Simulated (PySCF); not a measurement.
CH$_{4}$BClGe, GeH$_{5}$N$_{2}$Si, CH$_{5}$Ge$_{2}$O, CH$_{7}$B$_{2}$Ge and others (calculated)

All values are calculated (PySCF 2.14.0). Calculation on a computer-drawn molecule: optimised geometry and harmonic frequencies of an isolated molecule of the commonest isotopes, restricted reference for singlets and unrestricted otherwise, frozen core in MP2; on germanium a core potential holds 10 electrons, which the energies leave out, and 3d is frozen in MP2 and coupled-cluster steps.

Common to all runs: method HF; basis and core potential on germanium cc-pVDZ-PP ECP10MDF.

```yaml
- entry: 1
  formula: CH4BClGe
  start_structure:
    atoms_angstrom:
      - [Cl, -0.206, 1.755, -0.4299]
      - [B, -0.1511, 0.0002, -0.2083]
      - [C, -1.3262, -0.427, 0.7676]
      - [Ge, -0.7577, 1.3783, 1.9104]
      - [H, 0.7011, -0.5945, -0.5799]
      - [H, -1.2843, -1.4155, 1.2565]
      - [H, -2.3728, -0.174, 0.5852]
      - [H, -2.3272, 2.0459, 1.5825]
  given:
    charge: 0
    multiplicity: 1
    basis: "cc-pV(D+d)Z"
    drawn_bonds_atom: [1, 2, 3, 2, 3, 3, 4]
    drawn_bonds_other_atom: [2, 3, 4, 5, 6, 7, 8]
    drawn_bonds_order: [1, 1, 1, 1, 1, 1, 1]
  results:
    optimised_atom_element: [Cl, B, C, Ge, H, H, H, H]
    "optimised_atom_x [angstrom]": [-0.4908, -0.2904, -1.527, -2.006, 0.8341, -1.308, -2.425, -0.5122]
    "optimised_atom_y [angstrom]": [1.292, 0.2288, -0.255, 1.201, 0.0002739, -1.112, -0.4526, 1.666]
    "optimised_atom_z [angstrom]": [-1.542, -0.1176, 0.6576, 2.006, 0.2095, 1.309, 0.0733, 2.288]
    "modes_frequency [cm^-1]": [48.71, 167.8, 240.0, 349.1, 494.1, 663.3, 725.2, 790.2, 915.6, 1003, 1087, 1107, 1246, 1523, 1983, 2764, 3158, 3269]
    "modes_reduced_mass [dalton]": [14.05, 1.102, 2.436, 2.654, 3.914, 1.443, 2.122, 1.325, 1.437, 1.221, 1.239, 2.141, 1.64, 1.171, 1.021, 1.095, 1.067, 1.096]
    "rotational_constants [GHz]": [9.767, 1.302, 1.214]
    "total_energy [hartree]": -817.7804
    "convergence_status_largest_gradient_component [hartree/bohr]": 2.824e-05
- entry: 2
  formula: GeH5N2Si
  start_structure:
    atoms_angstrom:
      - ["N", -0.7042, 2.4938, -0.7394]
      - [Ge, 0.2056, 1.1578, -0.4871]
      - ["N", 1.9636, 0.7625, -0.4249]
      - [Si, 2.7511, -0.8283, -0.1787]
      - [H, -0.2781, 3.3443, -1.083]
      - [H, -0.557, -0.012, 0.116]
      - [H, 2.5812, 1.4099, -0.8641]
      - [H, 1.9308, -1.5205, 0.7823]
      - [H, 3.0902, -1.4926, -1.3766]
  given:
    charge: 0
    multiplicity: 2
    basis: "cc-pV(D+d)Z"
    drawn_bonds_atom: [1, 2, 3, 1, 2, 3, 4, 4]
    drawn_bonds_other_atom: [2, 3, 4, 5, 6, 7, 8, 9]
    drawn_bonds_order: [2, 1, 1, 1, 1, 1, 1, 1]
  results:
    optimised_atom_element: ["N", Ge, "N", Si, H, H, H, H, H]
    "optimised_atom_x [angstrom]": [-0.6659, 0.1274, 1.868, 2.737, -0.07789, -0.5858, 2.412, 1.751, 3.417]
    "optimised_atom_y [angstrom]": [2.573, 1.151, 0.694, -0.7353, 3.264, 0.001408, 1.41, -1.67, -1.373]
    "optimised_atom_z [angstrom]": [-0.7258, -0.3191, -0.5618, -0.08622, -1.17, 0.36, -1.015, 0.5051, -1.243]
    "modes_frequency [cm^-1]": [75.95, 118.0, 158.5, 259.9, 414.2, 502.8, 581.5, 740.5, 754.0, 829.7, 864.5, 915.9, 935.3, 995.4, 1008, 1295, 2265, 2299, 2324, 3735, 3768]
    "modes_reduced_mass [dalton]": [4.964, 1.18, 5.024, 5.494, 1.475, 1.118, 3.125, 1.053, 1.102, 1.279, 1.272, 2.882, 3.584, 1.094, 1.509, 1.282, 1.035, 1.046, 1.021, 1.076, 1.075]
    "rotational_constants [GHz]": [21.83, 1.576, 1.481]
    "total_energy [hartree]": -694.0605
    spin_squared: 0.7579
    "convergence_status_largest_gradient_component [hartree/bohr]": 1.167e-05
- entry: 3
  formula: CH5Ge2O
  start_structure:
    atoms_angstrom:
      - [O, -1.1931, 0.6856, -0.3206]
      - [Ge, -1.5613, 2.1646, 0.2857]
      - [C, -1.2655, 2.3128, 2.1337]
      - [Ge, -0.6687, 0.9051, 3.1711]
      - [H, -1.3142, 0.3164, -1.2076]
      - [H, -2.0742, 3.1705, -0.7724]
      - [H, -1.4792, 3.3194, 2.5547]
      - [H, -0.3813, -0.4199, 2.6317]
      - [H, -0.5703, 1.2469, 4.6705]
  given:
    charge: 1
    multiplicity: 1
    basis: cc-pVDZ
    drawn_bonds_atom: [1, 2, 3, 1, 2, 3, 4, 4]
    drawn_bonds_other_atom: [2, 3, 4, 5, 6, 7, 8, 9]
    drawn_bonds_order: [1, 2, 1, 1, 1, 1, 1, 1]
  results:
    optimised_atom_element: [O, Ge, C, Ge, H, H, H, H, H]
    "optimised_atom_x [angstrom]": [-1.2, -1.549, -1.291, -0.7096, -1.311, -2.026, -1.501, -0.4, -0.5199]
    "optimised_atom_y [angstrom]": [0.5713, 2.135, 2.321, 0.9882, 0.3955, 3.157, 3.293, -0.3864, 1.227]
    "optimised_atom_z [angstrom]": [-0.3197, 0.3173, 2.097, 3.172, -1.247, -0.6838, 2.53, 2.629, 4.651]
    "modes_frequency [cm^-1]": [107.8, 152.9, 258.3, 272.8, 395.4, 521.0, 570.3, 668.3, 710.4, 768.7, 818.8, 824.3, 925.7, 938.7, 959.7, 1226, 2335, 2352, 2352, 3349, 4114]
    "modes_reduced_mass [dalton]": [6.87, 3.479, 6.986, 1.15, 1.102, 1.421, 1.147, 1.109, 1.718, 1.07, 1.422, 11.75, 1.216, 1.194, 1.596, 1.588, 1.015, 1.024, 1.024, 1.088, 1.068]
    "rotational_constants [GHz]": [8.188, 1.151, 1.009]
    "total_energy [hartree]": -702.1247
    "convergence_status_largest_gradient_component [hartree/bohr]": 6.806e-06
- entry: 4
  formula: CH7B2Ge
  start_structure:
    atoms_angstrom:
      - [C, -1.6867, 0.7239, 2.5768]
      - [B, -0.6182, -0.4799, 2.1063]
      - [B, 0.8701, -0.1897, 1.6124]
      - [Ge, 1.0679, 1.0546, 0.1]
      - [H, -1.1929, 1.6746, 2.4318]
      - [H, -1.8346, 0.5498, 3.6324]
      - [H, -2.5451, 0.6181, 1.9961]
      - [H, -1.137, -1.5512, 2.0263]
      - [H, 1.84, -0.6726, 1.9784]
      - [H, -0.2165, 1.7077, -0.5908]
      - [H, 1.8376, 0.7405, -1.1923]
  given:
    charge: 0
    multiplicity: 2
    basis: cc-pVDZ
    drawn_bonds_atom: [1, 2, 3, 1, 1, 1, 2, 3, 4, 4]
    drawn_bonds_other_atom: [2, 3, 4, 5, 6, 7, 8, 9, 10, 11]
    drawn_bonds_order: [1, 1, 1, 1, 1, 1, 1, 1, 1, 1]
  results:
    optimised_atom_element: [C, B, B, Ge, H, H, H, H, H, H, H]
    "optimised_atom_x [angstrom]": [-1.658, -0.7809, 0.7463, 1.038, -1.154, -2.078, -2.52, -1.263, 1.754, -0.09166, 2.39]
    "optimised_atom_y [angstrom]": [0.6617, -0.3601, -0.04534, 0.9103, 1.585, 0.1872, 0.9341, -1.45, -0.337, 1.171, 0.9185]
    "optimised_atom_z [angstrom]": [2.889, 2.058, 1.412, -0.3496, 3.182, 3.782, 2.264, 1.851, 1.998, -1.347, -1.062]
    "modes_frequency [cm^-1]": [58.12, 94.03, 167.8, 186.3, 206.7, 337.0, 474.6, 554.4, 684.5, 732.5, 759.8, 869.8, 938.4, 946.9, 1037, 1084, 1246, 1424, 1546, 1569, 2224, 2231, 2632, 2696, 3142, 3208, 3249]
    "modes_reduced_mass [dalton]": [1.248, 2.113, 1.349, 1.969, 1.149, 1.707, 1.293, 2.515, 1.241, 1.226, 1.596, 1.328, 1.813, 1.073, 1.83, 1.809, 2.087, 1.284, 1.062, 1.063, 1.023, 1.017, 1.089, 1.092, 1.045, 1.088, 1.102]
    "rotational_constants [GHz]": [14.12, 1.61, 1.524]
    "total_energy [hartree]": -384.6316
    spin_squared: 0.764
    "convergence_status_largest_gradient_component [hartree/bohr]": 4.237e-06
- entry: 5
  formula: CH6B2Ge
  start_structure:
    atoms_angstrom:
      - [B, -1.0049, 1.6103, -2.6624]
      - [B, -0.755, 0.7507, -1.3618]
      - [C, -1.4279, 0.5188, 0.0144]
      - [Ge, 1.1347, -0.1782, -1.4745]
      - [H, -1.4653, 1.143, -3.7803]
      - [H, -0.5646, 2.6911, -2.7693]
      - [H, -1.2201, -0.4972, 0.4226]
      - [H, -1.1168, 1.2859, 0.7637]
      - [H, -2.5602, 0.6576, 0.0053]
      - [H, 0.3574, -1.4868, -2.0841]
  given:
    charge: 0
    multiplicity: 1
    basis: cc-pVDZ
    drawn_bonds_atom: [1, 2, 2, 1, 1, 3, 3, 3, 4]
    drawn_bonds_other_atom: [2, 3, 4, 5, 6, 7, 8, 9, 10]
    drawn_bonds_order: [1, 1, 1, 1, 1, 1, 1, 1, 1]
  results:
    optimised_atom_element: [B, B, C, Ge, H, H, H, H, H, H]
    "optimised_atom_x [angstrom]": [-1.012, -0.5853, -1.427, 1.198, -1.668, -0.6274, -1.139, -1.278, -2.501, 0.4173]
    "optimised_atom_y [angstrom]": [1.694, 0.6813, 0.5215, -0.454, 1.302, 2.835, -0.3117, 1.444, 0.4481, -1.665]
    "optimised_atom_z [angstrom]": [-2.648, -1.386, -0.03579, -1.417, -3.579, -2.701, 0.6122, 0.5419, -0.2281, -2.084]
    "modes_frequency [cm^-1]": [97.67, 127.9, 163.5, 254.8, 291.4, 329.3, 419.3, 529.4, 685.5, 793.3, 897.7, 930.5, 1070, 1095, 1274, 1423, 1545, 1579, 1985, 2645, 2707, 3143, 3206, 3231]
    "modes_reduced_mass [dalton]": [1.077, 3.197, 2.82, 1.687, 1.032, 1.054, 4.63, 1.081, 1.333, 3.419, 1.752, 1.399, 1.68, 2.746, 1.311, 1.228, 1.052, 1.062, 1.021, 1.057, 1.12, 1.039, 1.096, 1.101]
    "rotational_constants [GHz]": [7.004, 2.544, 1.956]
    "total_energy [hartree]": -384.0362
    "convergence_status_largest_gradient_component [hartree/bohr]": 1.174e-05
- entry: 6
  formula: CH7B2Ge
  start_structure:
    atoms_angstrom:
      - [B, 0.946, -1.4837, -0.9355]
      - [C, 0.322, -1.6618, 0.5209]
      - [Ge, -1.0983, -0.369, 0.7524]
      - [B, -3.0933, -0.6586, 1.0056]
      - [H, 1.2591, -0.4991, -1.4021]
      - [H, 1.1443, -2.4907, -1.637]
      - [H, -0.0917, -2.6149, 0.6787]
      - [H, 1.1071, -1.3235, 1.1469]
      - [H, -0.5649, 1.0967, 0.6595]
      - [H, -3.8111, -0.7283, 0.0711]
      - [H, -3.5491, -0.7314, 2.1413]
  given:
    charge: 1
    multiplicity: 1
    basis: cc-pVDZ
    drawn_bonds_atom: [1, 2, 3, 1, 1, 2, 2, 3, 4, 4]
    drawn_bonds_other_atom: [2, 3, 4, 5, 6, 7, 8, 9, 10, 11]
    drawn_bonds_order: [1, 1, 1, 1, 1, 1, 1, 1, 1, 1]
  results:
    optimised_atom_element: [B, C, Ge, B, H, H, H, H, H, H, H]
    "optimised_atom_x [angstrom]": [0.9777, 0.252, -1.092, -3.124, 1.252, 1.261, -0.1048, 1.059, -0.5778, -3.831, -3.503]
    "optimised_atom_y [angstrom]": [-1.536, -1.64, -0.3065, -0.648, -0.4596, -2.535, -2.635, -1.353, 1.126, -0.7073, -0.7695]
    "optimised_atom_z [angstrom]": [-0.985, 0.4383, 0.7283, 1.038, -1.429, -1.566, 0.6975, 1.135, 0.7023, 0.08363, 2.159]
    "modes_frequency [cm^-1]": [54.55, 124.5, 164.6, 200.5, 245.9, 424.5, 529.4, 594.3, 623.8, 684.9, 721.7, 883.0, 953.1, 968.8, 999.4, 1145, 1210, 1253, 1317, 1485, 2289, 2712, 2743, 2825, 2871, 3112, 3289]
    "modes_reduced_mass [dalton]": [2.476, 1.608, 1.575, 1.237, 2.032, 1.061, 4.457, 1.988, 1.568, 1.215, 1.078, 1.301, 1.327, 1.394, 2.426, 1.406, 1.117, 1.226, 1.175, 1.091, 1.021, 1.053, 1.044, 1.129, 1.133, 1.068, 1.093]
    "rotational_constants [GHz]": [12.72, 2.538, 2.406]
    "total_energy [hartree]": -384.3836
    "convergence_status_largest_gradient_component [hartree/bohr]": 1.016e-05
- entry: 7
  formula: BGe2H9Si
  start_structure:
    atoms_angstrom:
      - [Si, 2.7757, -1.5296, -1.0522]
      - [Ge, 2.2348, 0.6869, -0.4]
      - [B, 0.4328, 1.0031, 0.263]
      - [Ge, -1.1308, 1.2011, -0.969]
      - [H, 1.8274, -2.1214, -2.06]
      - [H, 2.7418, -2.3199, 0.1166]
      - [H, 4.1347, -1.6466, -1.603]
      - [H, 3.3408, 1.1409, 0.4591]
      - [H, 2.5221, 1.5077, -1.7282]
      - [H, 0.2537, 0.8596, 1.4205]
      - [H, -2.0475, 2.3399, -0.6281]
      - [H, -2.0742, 0.0422, -0.9126]
      - [H, -0.8973, 1.388, -2.403]
  given:
    charge: 0
    multiplicity: 1
    basis: "cc-pV(D+d)Z"
    drawn_bonds_atom: [1, 2, 3, 1, 1, 1, 2, 2, 3, 4, 4, 4]
    drawn_bonds_other_atom: [2, 3, 4, 5, 6, 7, 8, 9, 10, 11, 12, 13]
    drawn_bonds_order: [1, 1, 1, 1, 1, 1, 1, 1, 1, 1, 1, 1]
  results:
    optimised_atom_element: [Si, Ge, B, Ge, H, H, H, H, H, H, H, H, H]
    "optimised_atom_x [angstrom]": [2.903, 2.321, 0.3613, -1.306, 1.978, 2.809, 4.288, 3.321, 2.512, 0.1734, -1.72, -2.5, -1.027]
    "optimised_atom_y [angstrom]": [-1.551, 0.7268, 0.7974, 1.221, -2.079, -2.411, -1.606, 1.225, 1.584, 0.5643, 2.678, 0.3211, 1.082]
    "optimised_atom_z [angstrom]": [-1.054, -0.4968, 0.2054, -0.9803, -2.085, 0.1497, -1.578, 0.5598, -1.758, 1.367, -0.7125, -0.631, -2.483]
    "modes_frequency [cm^-1]": [25.41, 40.06, 79.96, 112.0, 124.0, 349.0, 360.0, 396.3, 440.1, 507.1, 517.7, 635.9, 671.1, 705.4, 737.8, 767.9, 899.0, 952.5, 956.9, 973.9, 979.7, 1018, 1026, 1028, 2183, 2189, 2194, 2199, 2216, 2304, 2305, 2311, 2714]
    "modes_reduced_mass [dalton]": [4.763, 1.093, 1.084, 3.108, 3.246, 4.716, 1.425, 1.687, 1.078, 1.092, 1.085, 1.428, 2.181, 1.397, 1.19, 1.359, 1.05, 1.041, 1.035, 1.03, 1.077, 1.279, 1.054, 1.038, 1.023, 1.022, 1.017, 1.023, 1.013, 1.044, 1.035, 1.042, 1.092]
    "rotational_constants [GHz]": [3.907, 0.6424, 0.58]
    "total_energy [hartree]": -905.5724
    "convergence_status_largest_gradient_component [hartree/bohr]": 5.118e-06
- entry: 8
  formula: ClGeH3NSi
  start_structure:
    atoms_angstrom:
      - [Si, -0.2974, 0.1614, -3.4551]
      - ["N", -1.3914, -0.8723, -2.9155]
      - [Ge, -3.0663, -1.2196, -2.3008]
      - [Cl, -4.3243, -0.725, -3.9034]
      - [H, 0.8239, -0.2706, -4.3728]
      - [H, -0.2018, 1.5779, -3.2215]
      - [H, -3.0021, -2.8163, -2.3686]
  given:
    charge: 0
    multiplicity: 2
    basis: "cc-pV(D+d)Z"
    drawn_bonds_atom: [1, 2, 3, 1, 1, 3]
    drawn_bonds_other_atom: [2, 3, 4, 5, 6, 7]
    drawn_bonds_order: [2, 1, 1, 1, 1, 1]
  results:
    optimised_atom_element: [Si, "N", Ge, Cl, H, H, H]
    "optimised_atom_x [angstrom]": [-0.3208, -1.142, -2.825, -4.254, 1.147, -0.8569, -3.209]
    "optimised_atom_y [angstrom]": [0.07035, -1.067, -1.457, -0.1186, 0.01726, 1.27, -2.88]
    "optimised_atom_z [angstrom]": [-3.514, -2.801, -2.333, -3.37, -3.571, -4.178, -2.769]
    "modes_frequency [cm^-1]": [73.55, 100.4, 228.2, 252.9, 382.3, 550.8, 659.7, 734.0, 749.9, 765.3, 1079, 1312, 2156, 2362, 2377]
    "modes_reduced_mass [dalton]": [7.026, 2.161, 4.53, 1.701, 40.04, 5.697, 1.115, 1.174, 1.162, 1.238, 1.055, 13.83, 1.021, 1.041, 1.044]
    "rotational_constants [GHz]": [4.397, 1.68, 1.225]
    "total_energy [hartree]": -1098.0116
    spin_squared: 0.7679
    "convergence_status_largest_gradient_component [hartree/bohr]": 4.711e-06
```
